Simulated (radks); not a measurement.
Results of a calculation; reference values are marked as such.
Rh XXXV, configuration [Ne] 3s1. Code: a radial shooting solver on a logarithmic mesh with Libxc functionals. Model: Dirac Kohn-Sham, PBE, spin-unpolarised, spherical densities, finite nucleus; Fermi nuclear charge, rms radius 4.4945 fm.

Normalised radial functions P(r) = r R(r) (large component), r in bohr:

r,1s1/2,2s1/2,2p3/2
0.001247,0.8232,0.2807,0.0040
0.001731,1.0980,0.3740,0.0076
0.002384,1.4426,0.4904,0.0140
0.003309,1.8863,0.6395,0.0262
0.004593,2.4271,0.8188,0.0486
0.006377,3.0539,1.0213,0.0892
0.008852,3.7253,1.2262,0.1613
0.01229,4.3535,1.3894,0.2855
0.01706,4.7942,1.4350,0.4909
0.02368,4.8632,1.2547,0.8112
0.03287,4.4039,0.7318,1.2694
0.04563,3.4096,-0.1866,1.8441
0.06284,2.1583,-1.3434,2.4091
0.08724,1.0081,-2.4119,2.7683
0.1211,0.3133,-2.8220,2.6422
0.1681,0.0555,-2.3019,1.9589
0.2334,0.0045,-1.2448,1.0281
0.324,0.0001,-0.3980,0.3353
0.4497,0.0000,-0.0628,0.0565
0.6243,0.0000,-0.0038,0.0038
0.8667,0.0000,-0.0001,0.0001

1s1/2: eigenvalue -25009 eV, 0 radial nodes, <r> = 0.0326 bohr, 90 % of the charge inside 0.0585 bohr. 2s1/2: eigenvalue -5204.0 eV, 1 radial node at r = 0.0431 bohr, <r> = 0.139 bohr, 90 % of the charge inside 0.214 bohr. 2p3/2: eigenvalue -4832.7 eV, 0 radial nodes, <r> = 0.122 bohr, 90 % of the charge inside 0.198 bohr.
